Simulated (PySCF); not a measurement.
AgCl, SMILES [Ag][Cl], multiplicity 1. Heavy atoms are numbered as in [Ag:1][Cl:2].

The structure is a stationary point at PBE0-D3(BJ)/def2-TZVPD. The spin state was assumed, not searched. The def2 effective core potentials stand for the cores of Ag; spin–orbit coupling is left out.

All values below come from PBE0/def2-TZVPD (PySCF).

Mulliken values depend strongly on the basis, most of all with diffuse functions as here. ESP charges are fitted to the potential on shells at 1.4 to 2.0 van der Waals radii. Atomic charges (e), one atom of each kind:

| atom | ESP fit | Mulliken |
|---|---|---|
| Ag1 | ___ | 0.41 |
| Cl2 | ___ | -0.41 |

Task: Complete the blanks. (An estimate is asked for; the answer gives what the named calculation found.)

Result: 
- Ag1, ESP fit: 0.53
- Cl2, ESP fit: -0.53
